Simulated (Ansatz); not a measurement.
Molecular dynamics of ClGeH3

Input:

```yaml
crystal:
  periodic: [false, false, false]
  atoms:
    - { symbol: Ge, position_ang: [0.003258, -0.082796, 0.044701] }
    - { symbol: Cl, position_ang: [0.045585, 0.025046, 2.164926] }
    - { symbol: H, position_ang: [1.262244, 0.247788, -0.663955] }
    - { symbol: H, position_ang: [-1.146176, 1.091758, -0.352193] }
    - { symbol: H, position_ang: [-0.897751, -1.388817, -0.387129] }
basis:
  gaussian: { orbitals: def2-mTZVP }
hamiltonian:
  xc: pbe
md:
  timestep: 0.5
  n_steps: 150
  ensemble: nve
  temperature: 100.0
  initial_velocities: maxwell_boltzmann
  seed: 244081
  masses: [{ species: H, mass: 2.014 }]
```

Launched with:

```bash
$ ansatz run input.yaml --threads 1 --pin off --max-ram 2048MiB --backend cpu --events-out ev --progress --plain --runs-dir out
```

It goes on from the last frame of an earlier run, with new velocities.

Output, in part (one step line in 2, the closing report, with atoms numbered from 0):

```
md step     0: t =     0.00 fs  T =   100.0 K  F+E_penalty+E_count = -69076.36473452 eV  E_kin = 0.038778 eV  conserved = -69076.32595652 eV  (23 SCF iters)
md step     2: t =     1.00 fs  T =   153.2 K  F+E_penalty+E_count = -69076.38541779 eV  E_kin = 0.059403 eV  conserved = -69076.32601513 eV  (21 SCF iters)
md step     4: t =     2.00 fs  T =   270.3 K  F+E_penalty+E_count = -69076.43100216 eV  E_kin = 0.104829 eV  conserved = -69076.32617280 eV  (24 SCF iters)
md step     6: t =     3.00 fs  T =   426.2 K  F+E_penalty+E_count = -69076.49167146 eV  E_kin = 0.165270 eV  conserved = -69076.32640193 eV  (24 SCF iters)
md step     8: t =     4.00 fs  T =   584.6 K  F+E_penalty+E_count = -69076.55335081 eV  E_kin = 0.226700 eV  conserved = -69076.32665048 eV  (24 SCF iters)
md step    10: t =     5.00 fs  T =   707.1 K  F+E_penalty+E_count = -69076.60106187 eV  E_kin = 0.274210 eV  conserved = -69076.32685198 eV  (24 SCF iters)
md step    12: t =     6.00 fs  T =   763.8 K  F+E_penalty+E_count = -69076.62313709 eV  E_kin = 0.296199 eV  conserved = -69076.32693785 eV  (24 SCF iters)
md step    14: t =     7.00 fs  T =   744.2 K  F+E_penalty+E_count = -69076.61545105 eV  E_kin = 0.288595 eV  conserved = -69076.32685605 eV  (24 SCF iters)
md step    16: t =     8.00 fs  T =   664.8 K  F+E_penalty+E_count = -69076.58439114 eV  E_kin = 0.257787 eV  conserved = -69076.32660381 eV  (24 SCF iters)
md step    18: t =     9.00 fs  T =   568.2 K  F+E_penalty+E_count = -69076.54660755 eV  E_kin = 0.220347 eV  conserved = -69076.32626069 eV  (24 SCF iters)
md step    20: t =    10.00 fs  T =   510.1 K  F+E_penalty+E_count = -69076.52378954 eV  E_kin = 0.197807 eV  conserved = -69076.32598262 eV  (24 SCF iters)
md step    22: t =    11.00 fs  T =   534.4 K  F+E_penalty+E_count = -69076.53314220 eV  E_kin = 0.207216 eV  conserved = -69076.32592580 eV  (24 SCF iters)
md step    24: t =    12.00 fs  T =   649.9 K  F+E_penalty+E_count = -69076.57817310 eV  E_kin = 0.252038 eV  conserved = -69076.32613551 eV  (25 SCF iters)
md step    26: t =    13.00 fs  T =   824.2 K  F+E_penalty+E_count = -69076.64610658 eV  E_kin = 0.319605 eV  conserved = -69076.32650176 eV  (25 SCF iters)
md step    28: t =    14.00 fs  T =   999.2 K  F+E_penalty+E_count = -69076.71432015 eV  E_kin = 0.387481 eV  conserved = -69076.32683953 eV  (25 SCF iters)
md step    30: t =    15.00 fs  T =  1119.9 K  F+E_penalty+E_count = -69076.76127824 eV  E_kin = 0.434262 eV  conserved = -69076.32701640 eV  (25 SCF iters)
md step    32: t =    16.00 fs  T =  1154.6 K  F+E_penalty+E_count = -69076.77473179 eV  E_kin = 0.447724 eV  conserved = -69076.32700822 eV  (25 SCF iters)
md step    34: t =    17.00 fs  T =  1100.7 K  F+E_penalty+E_count = -69076.75371206 eV  E_kin = 0.426846 eV  conserved = -69076.32686619 eV  (25 SCF iters)
md step    36: t =    18.00 fs  T =   977.9 K  F+E_penalty+E_count = -69076.70588163 eV  E_kin = 0.379223 eV  conserved = -69076.32665872 eV  (25 SCF iters)
md step    38: t =    19.00 fs  T =   817.6 K  F+E_penalty+E_count = -69076.64349943 eV  E_kin = 0.317060 eV  conserved = -69076.32643894 eV  (24 SCF iters)
md step    40: t =    20.00 fs  T =   654.5 K  F+E_penalty+E_count = -69076.58003033 eV  E_kin = 0.253788 eV  conserved = -69076.32624204 eV  (25 SCF iters)
md step    42: t =    21.00 fs  T =   520.0 K  F+E_penalty+E_count = -69076.52774434 eV  E_kin = 0.201650 eV  conserved = -69076.32609456 eV  (25 SCF iters)
md step    44: t =    22.00 fs  T =   438.0 K  F+E_penalty+E_count = -69076.49588258 eV  E_kin = 0.169863 eV  conserved = -69076.32601963 eV  (21 SCF iters)
md step    46: t =    23.00 fs  T =   420.6 K  F+E_penalty+E_count = -69076.48911754 eV  E_kin = 0.163084 eV  conserved = -69076.32603390 eV  (25 SCF iters)
md step    48: t =    24.00 fs  T =   465.1 K  F+E_penalty+E_count = -69076.50651269 eV  E_kin = 0.180373 eV  conserved = -69076.32613991 eV  (25 SCF iters)
md step    50: t =    25.00 fs  T =   554.7 K  F+E_penalty+E_count = -69076.54141399 eV  E_kin = 0.215092 eV  conserved = -69076.32632195 eV  (25 SCF iters)
md step    52: t =    26.00 fs  T =   660.0 K  F+E_penalty+E_count = -69076.58249944 eV  E_kin = 0.255951 eV  conserved = -69076.32654870 eV  (25 SCF iters)
md step    54: t =    27.00 fs  T =   745.5 K  F+E_penalty+E_count = -69076.61588155 eV  E_kin = 0.289107 eV  conserved = -69076.32677502 eV  (25 SCF iters)
md step    56: t =    28.00 fs  T =   776.6 K  F+E_penalty+E_count = -69076.62809530 eV  E_kin = 0.301153 eV  conserved = -69076.32694201 eV  (25 SCF iters)
md step    58: t =    29.00 fs  T =   729.6 K  F+E_penalty+E_count = -69076.60990880 eV  E_kin = 0.282929 eV  conserved = -69076.32697949 eV  (24 SCF iters)
md step    60: t =    30.00 fs  T =   602.9 K  F+E_penalty+E_count = -69076.56060939 eV  E_kin = 0.233781 eV  conserved = -69076.32682795 eV  (25 SCF iters)
md step    62: t =    31.00 fs  T =   424.9 K  F+E_penalty+E_count = -69076.49127176 eV  E_kin = 0.164783 eV  conserved = -69076.32648836 eV  (25 SCF iters)
md step    64: t =    32.00 fs  T =   252.7 K  F+E_penalty+E_count = -69076.42407987 eV  E_kin = 0.098007 eV  conserved = -69076.32607244 eV  (25 SCF iters)
md step    66: t =    33.00 fs  T =   152.9 K  F+E_penalty+E_count = -69076.38509129 eV  E_kin = 0.059306 eV  conserved = -69076.32578498 eV  (25 SCF iters)
md step    68: t =    34.00 fs  T =   170.4 K  F+E_penalty+E_count = -69076.39189482 eV  E_kin = 0.066094 eV  conserved = -69076.32580118 eV  (21 SCF iters)
md step    70: t =    35.00 fs  T =   302.6 K  F+E_penalty+E_count = -69076.44344536 eV  E_kin = 0.117325 eV  conserved = -69076.32612080 eV  (25 SCF iters)
md step    72: t =    36.00 fs  T =   499.2 K  F+E_penalty+E_count = -69076.52013244 eV  E_kin = 0.193571 eV  conserved = -69076.32656127 eV  (25 SCF iters)
md step    74: t =    37.00 fs  T =   689.8 K  F+E_penalty+E_count = -69076.59441115 eV  E_kin = 0.267506 eV  conserved = -69076.32690520 eV  (25 SCF iters)
md step    76: t =    38.00 fs  T =   816.9 K  F+E_penalty+E_count = -69076.64380025 eV  E_kin = 0.316759 eV  conserved = -69076.32704106 eV  (25 SCF iters)
md step    78: t =    39.00 fs  T =   853.9 K  F+E_penalty+E_count = -69076.65810798 eV  E_kin = 0.331127 eV  conserved = -69076.32698140 eV  (25 SCF iters)
md step    80: t =    40.00 fs  T =   806.0 K  F+E_penalty+E_count = -69076.63935494 eV  E_kin = 0.312556 eV  conserved = -69076.32679883 eV  (25 SCF iters)
md step    82: t =    41.00 fs  T =   699.3 K  F+E_penalty+E_count = -69076.59774487 eV  E_kin = 0.271178 eV  conserved = -69076.32656658 eV  (25 SCF iters)
md step    84: t =    42.00 fs  T =   569.5 K  F+E_penalty+E_count = -69076.54717930 eV  E_kin = 0.220842 eV  conserved = -69076.32633766 eV  (25 SCF iters)
md step    86: t =    43.00 fs  T =   452.9 K  F+E_penalty+E_count = -69076.50176740 eV  E_kin = 0.175618 eV  conserved = -69076.32614901 eV  (25 SCF iters)
md step    88: t =    44.00 fs  T =   379.7 K  F+E_penalty+E_count = -69076.47327308 eV  E_kin = 0.147243 eV  conserved = -69076.32603007 eV  (25 SCF iters)
md step    90: t =    45.00 fs  T =   369.1 K  F+E_penalty+E_count = -69076.46914982 eV  E_kin = 0.143149 eV  conserved = -69076.32600113 eV  (20 SCF iters)
md step    92: t =    46.00 fs  T =   425.8 K  F+E_penalty+E_count = -69076.49120298 eV  E_kin = 0.165135 eV  conserved = -69076.32606833 eV  (21 SCF iters)
md step    94: t =    47.00 fs  T =   538.9 K  F+E_penalty+E_count = -69076.53520717 eV  E_kin = 0.208987 eV  conserved = -69076.32621996 eV  (25 SCF iters)
md step    96: t =    48.00 fs  T =   684.0 K  F+E_penalty+E_count = -69076.59165560 eV  E_kin = 0.265225 eV  conserved = -69076.32643044 eV  (25 SCF iters)
md step    98: t =    49.00 fs  T =   827.2 K  F+E_penalty+E_count = -69076.64744779 eV  E_kin = 0.320783 eV  conserved = -69076.32666506 eV  (25 SCF iters)
md step   100: t =    50.00 fs  T =   931.8 K  F+E_penalty+E_count = -69076.68823067 eV  E_kin = 0.361352 eV  conserved = -69076.32687888 eV  (25 SCF iters)
md step   102: t =    51.00 fs  T =   965.4 K  F+E_penalty+E_count = -69076.70138104 eV  E_kin = 0.374368 eV  conserved = -69076.32701300 eV  (25 SCF iters)
md step   104: t =    52.00 fs  T =   909.7 K  F+E_penalty+E_count = -69076.67976682 eV  E_kin = 0.352768 eV  conserved = -69076.32699877 eV  (25 SCF iters)
md step   106: t =    53.00 fs  T =   771.1 K  F+E_penalty+E_count = -69076.62582163 eV  E_kin = 0.299033 eV  conserved = -69076.32678863 eV  (25 SCF iters)
md step   108: t =    54.00 fs  T =   586.9 K  F+E_penalty+E_count = -69076.55398948 eV  E_kin = 0.227578 eV  conserved = -69076.32641118 eV  (25 SCF iters)
md step   110: t =    55.00 fs  T =   418.8 K  F+E_penalty+E_count = -69076.48840430 eV  E_kin = 0.162396 eV  conserved = -69076.32600802 eV  (25 SCF iters)
md step   112: t =    56.00 fs  T =   330.7 K  F+E_penalty+E_count = -69076.45402093 eV  E_kin = 0.128235 eV  conserved = -69076.32578607 eV  (25 SCF iters)
md step   114: t =    57.00 fs  T =   357.1 K  F+E_penalty+E_count = -69076.46433584 eV  E_kin = 0.138457 eV  conserved = -69076.32587898 eV  (25 SCF iters)
md step   116: t =    58.00 fs  T =   483.4 K  F+E_penalty+E_count = -69076.51366794 eV  E_kin = 0.187434 eV  conserved = -69076.32623419 eV  (25 SCF iters)
md step   118: t =    59.00 fs  T =   653.9 K  F+E_penalty+E_count = -69076.58023399 eV  E_kin = 0.253581 eV  conserved = -69076.32665265 eV  (25 SCF iters)
md step   120: t =    60.00 fs  T =   801.6 K  F+E_penalty+E_count = -69076.63779855 eV  E_kin = 0.310858 eV  conserved = -69076.32694026 eV  (24 SCF iters)
md step   122: t =    61.00 fs  T =   877.8 K  F+E_penalty+E_count = -69076.66741652 eV  E_kin = 0.340401 eV  conserved = -69076.32701538 eV  (25 SCF iters)
md step   124: t =    62.00 fs  T =   866.4 K  F+E_penalty+E_count = -69076.66288900 eV  E_kin = 0.335985 eV  conserved = -69076.32690436 eV  (25 SCF iters)
md step   126: t =    63.00 fs  T =   781.5 K  F+E_penalty+E_count = -69076.62971436 eV  E_kin = 0.303031 eV  conserved = -69076.32668299 eV  (25 SCF iters)
md step   128: t =    64.00 fs  T =   655.8 K  F+E_penalty+E_count = -69076.58073961 eV  E_kin = 0.254311 eV  conserved = -69076.32642899 eV  (25 SCF iters)
md step   130: t =    65.00 fs  T =   528.9 K  F+E_penalty+E_count = -69076.53131413 eV  E_kin = 0.205108 eV  conserved = -69076.32620596 eV  (25 SCF iters)
md step   132: t =    66.00 fs  T =   436.1 K  F+E_penalty+E_count = -69076.49518137 eV  E_kin = 0.169122 eV  conserved = -69076.32605906 eV  (25 SCF iters)
md step   134: t =    67.00 fs  T =   401.0 K  F+E_penalty+E_count = -69076.48152242 eV  E_kin = 0.155512 eV  conserved = -69076.32601084 eV  (20 SCF iters)
md step   136: t =    68.00 fs  T =   431.6 K  F+E_penalty+E_count = -69076.49343179 eV  E_kin = 0.167372 eV  conserved = -69076.32605942 eV  (21 SCF iters)
md step   138: t =    69.00 fs  T =   520.3 K  F+E_penalty+E_count = -69076.52794138 eV  E_kin = 0.201758 eV  conserved = -69076.32618379 eV  (23 SCF iters)
md step   140: t =    70.00 fs  T =   647.0 K  F+E_penalty+E_count = -69076.57726012 eV  E_kin = 0.250904 eV  conserved = -69076.32635614 eV  (25 SCF iters)
md step   142: t =    71.00 fs  T =   783.9 K  F+E_penalty+E_count = -69076.63054127 eV  E_kin = 0.303991 eV  conserved = -69076.32655039 eV  (24 SCF iters)
md step   144: t =    72.00 fs  T =   899.8 K  F+E_penalty+E_count = -69076.67565632 eV  E_kin = 0.348915 eV  conserved = -69076.32674099 eV  (24 SCF iters)
md step   146: t =    73.00 fs  T =   964.8 K  F+E_penalty+E_count = -69076.70100580 eV  E_kin = 0.374112 eV  conserved = -69076.32689362 eV  (24 SCF iters)
md step   148: t =    74.00 fs  T =   956.4 K  F+E_penalty+E_count = -69076.69781584 eV  E_kin = 0.370856 eV  conserved = -69076.32695974 eV  (24 SCF iters)
md step   150: t =    75.00 fs  T =   867.2 K  F+E_penalty+E_count = -69076.66316478 eV  E_kin = 0.336279 eV  conserved = -69076.32688609 eV  (23 SCF iters)
Total energy: -69076.66319893 eV, -2538.5205507165 hartree
Atom 0 at    -0.013189    -0.072448     0.032004 Å, force     0.650179     0.434849    -0.517764 eV/Å
Atom 1 at     0.047200     0.018589     2.182269 Å, force     0.399892    -0.093598     0.576661 eV/Å
Atom 2 at     1.383442     0.056021    -0.736149 Å, force    -0.579997     0.147952     0.604562 eV/Å
Atom 3 at    -1.017174     1.047909    -0.200608 Å, force    -0.100338     0.310738    -0.459176 eV/Å
Atom 4 at    -0.583254    -1.412716    -0.313906 Å, force    -0.369736    -0.799941    -0.204282 eV/Å
Dipole moment:    -0.001367    -0.013812    -0.426671 e Å
```

The run went to its last step. The conserved energy stayed within 0.22 meV per atom of its start (net change -0.19 meV per atom), so the integration is sound. The kinetic energy rose, since the run started high on the potential surface and went downhill. A run of 0.075 ps of so small a system gives no equilibrium averages.

The same pairs are bonded in the first frame and the last. Pairs count as bonded within 1.25 times the sum of covalent radii (0.12 Å more for H–H).

Last frame:

```xyz
5
Properties=species:S:1:pos:R:3
Ge -0.013 -0.072 0.032
Cl 0.047 0.019 2.182
H 1.383 0.056 -0.736
H -1.017 1.048 -0.201
H -0.583 -1.413 -0.314
```

Time of the run: 3.3 min on 1 thread of Arm Neoverse V1 (shared host), peak memory 0.11 GiB.
